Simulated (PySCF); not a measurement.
Species: C9H12O.
Geometry (PBE0-D3(BJ)/def2-SVP, Å), atoms numbered from 1 in this order:
```
atom  x, y, z in Å
C1     2.907   -0.328   -0.452
O2     2.089   -0.204    0.677
C3     0.769   -0.246    0.453
C4     0.071   -0.391   -0.699
C5    -1.395   -0.370   -0.368
C6    -1.412   -0.194    1.119
C7    -0.154   -0.124    1.588
C8    -2.240    0.591   -1.261
C9    -2.583   -0.599   -2.172
C10   -2.213   -1.534   -1.009
H11    3.948   -0.276   -0.109
H12    2.720    0.487   -1.174
H13    2.740   -1.292   -0.965
H14    0.463   -0.505   -1.708
H15   -2.333   -0.137    1.703
H16    0.173    0.002    2.621
H17   -3.126    0.949   -0.715
H18   -1.713    1.456   -1.689
H19   -1.878   -0.690   -3.012
H20   -3.606   -0.660   -2.573
H21   -3.091   -1.776   -0.392
H22   -1.663   -2.462   -1.224
```

Method used: PySCF 2.14.0, PBE0-D3(BJ)/def2-SVP geometry optimisation, gas phase.

Masses are those of the commonest isotopes; rigid-rotor values at the optimised geometry. The values belong to one conformer with, in the numbering `[CH3:1][O:2][C:3]1=[CH:4][C:5]2([CH:6]=[CH:7]1)[CH2:8][CH2:9][CH2:10]2`, C1–O2–C3–C4 0°.

**Question.** Give the principal moments of inertia and the rotational constants in GHz.

**Answer.** Ia = 179.10, Ib = 571.76, Ic = 669.42 u·Å²; 505379 MHz·u·Å²/I gives 2822, 883.9 and 755.0 MHz, that is A = 2.8218, B = 0.8839, C = 0.7550 GHz.

**Question.** What kind of rotor is it?

**Answer.** An asymmetric top; Ray's κ = -0.875.

**Question.** What does the inertial defect say?

**Answer.** Not planar: Δ = Ic − Ia − Ib = -81.44 u·Å². For a rigid frame Δ = −2 Σ m c², so Σ m c² = 40.72 u·Å² lies off the ab plane: 13.26 from hydrogen and 27.47 from heavier atoms. The atom farthest from that plane is 1.97 Å away.

**Question.** List the rotational levels J(Ka,Kc) to J = 4 (MHz).

**Answer.** Above 0(0,0):
J = 1: 1(0,1) 1639, 1(1,1) 3577, 1(1,0) 3706
J = 2: 2(0,2) 4910, 2(1,2) 6725, 2(1,1) 7112, 2(2,1) 12926, 2(2,0) 12932
J = 3: 3(0,3) 9802, 3(1,3) 11445, 3(1,2) 12218, 3(2,2) 17842, 3(2,1) 17873, 3(3,1) 27858, 3(3,0) 27858
J = 4: 4(0,4) 16296, 4(1,4) 17730, 4(1,3) 19019, 4(2,3) 24393, 4(2,2) 24485, 4(3,2) 34425, 4(3,1) 34426, 4(4,1) 48431, 4(4,0) 48431
The levels of one J sum to (2J + 1)J(J + 1)(A + B + C)/3.

**Question.** Which types of transition are allowed, and where do some lines up to J = 3 fall?

**Answer.** The dipole components are |μa| = 0.34 D, |μb| = 1.10 D, |μc| = 0.00 D; the mirror of this Cs structure is the ab plane, so μc vanishes by symmetry and there are no c-type lines. The squared components, which scale the intensities, stand as 0.09 : 1.00 (a : b). Some lines, for components of 0.1 D or more:

| type | branch | J(Ka,Kc) | MHz | lower level (cm⁻¹) |
| --- | --- | --- | --- | --- |
| b | R | 2(0,2) ← 1(1,1) | 1334 | 0.119 |
| a | R | 1(0,1) ← 0(0,0) | 1639 | 0.000 |
| b | Q | 2(1,1) ← 2(0,2) | 2202 | 0.164 |
| b | Q | 3(1,2) ← 3(0,3) | 2416 | 0.327 |
| b | R | 3(0,3) ← 2(1,2) | 3077 | 0.224 |
| b | R | 1(1,1) ← 0(0,0) | 3577 | 0.000 |
| a | R | 3(1,3) ← 2(1,2) | 4719 | 0.224 |
| a | R | 3(0,3) ← 2(0,2) | 4892 | 0.164 |
| a | R | 3(2,2) ← 2(2,1) | 4917 | 0.431 |
| b | R | 2(1,2) ← 1(0,1) | 5087 | 0.055 |
| a | R | 3(1,2) ← 2(1,1) | 5106 | 0.237 |
| b | Q | 2(2,0) ← 2(1,1) | 5820 | 0.237 |
| b | R | 3(1,3) ← 2(0,2) | 6534 | 0.164 |
| b | R | 2(2,0) ← 1(1,1) | 9355 | 0.119 |
| b | Q | 3(3,1) ← 3(2,2) | 10015 | 0.595 |
| b | R | 3(2,2) ← 2(1,1) | 10730 | 0.237 |
| b | R | 3(2,1) ← 2(1,2) | 11148 | 0.224 |
| b | R | 3(3,1) ← 2(2,0) | 14926 | 0.431 |
| b | R | 3(3,0) ← 2(2,1) | 14932 | 0.431 |

**Question.** Estimate the classical rotational partition function at 10 K, 200 K and 500 K.

**Answer.** Point group Cs, symmetry number σ = 1; q = (√π/σ)·√((kT/h)³/(ABC)), k/h = 20836.6 MHz/K: 3890 at 10 K, 347000 at 200 K, 1370000 at 500 K.

No PBE0-D3(BJ)/def2-SVP frequencies stand behind this structure, so it isn't proved a minimum. No vibrational averaging or centrifugal distortion is included, and the geometry carries the error of its method. A rigid rotor knows nothing of internal rotation, which can split or shift real lines.
